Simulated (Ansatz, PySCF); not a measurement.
CF2, SMILES F[C]F (connectivity only; charge and spin as stated), charge +1, multiplicity 2. Atoms are numbered in the order given.

```xyz
3

F      0.0000    -1.0748    -0.1423
C      0.0000     0.0000     0.4214
F      0.0000     1.0748    -0.1423
```
Charge +1, spin multiplicity 2.

Geometry optimised at PBE0-D3(BJ)/def2-TZVP. The isomer is the one that the SMILES or the coordinates give; other isomers of the formula were not compared.

Two levels are set side by side: PBE-D3(BJ)/def2-TZVP (Ansatz, a program for electronic structure) and PBE0-D3(BJ)/def2-TZVP (Ansatz). Each level has its own optimised geometry; the coordinates shown are those of the second. Frequencies come from the Hessian of PySCF at each geometry. Differences are taken from unrounded values.

```
quantity                            PBE0-D3(BJ)
----------------------------------  -----------
mean bond length (Å)                      1.214
bond F1–C2 (Å)                            1.214
bond C2–F3 (Å)                            1.214
highest harmonic wavenumber (cm⁻¹)         1726
mean harmonic wavenumber (cm⁻¹)            1257
zero-point energy (kcal/mol)               5.39
```

Q: What does PBE-D3(BJ) give, and how far is it from PBE0-D3(BJ)? (An estimate is asked for; the answer gives what the named calculation found.)

A: 
```json
[
 {"quantity": "mean bond length (Å)", "PBE-D3(BJ)": "1.231", "PBE-D3(BJ) minus PBE0-D3(BJ)": "0.017"},
 {"quantity": "bond F1–C2 (Å)", "PBE-D3(BJ)": "1.231", "PBE-D3(BJ) minus PBE0-D3(BJ)": "0.017"},
 {"quantity": "bond C2–F3 (Å)", "PBE-D3(BJ)": "1.231", "PBE-D3(BJ) minus PBE0-D3(BJ)": "0.017"},
 {"quantity": "highest harmonic wavenumber (cm⁻¹)", "PBE-D3(BJ)": "1623", "PBE-D3(BJ) minus PBE0-D3(BJ)": "-104"},
 {"quantity": "mean harmonic wavenumber (cm⁻¹)", "PBE-D3(BJ)": "1185", "PBE-D3(BJ) minus PBE0-D3(BJ)": "-72"},
 {"quantity": "zero-point energy (kcal/mol)", "PBE-D3(BJ)": "5.08", "PBE-D3(BJ) minus PBE0-D3(BJ)": "-0.31"}
]
```

GGA bonds tend to be longer and softer than those of functionals with exact exchange. Differences between two approximate levels are no errors against the true value.
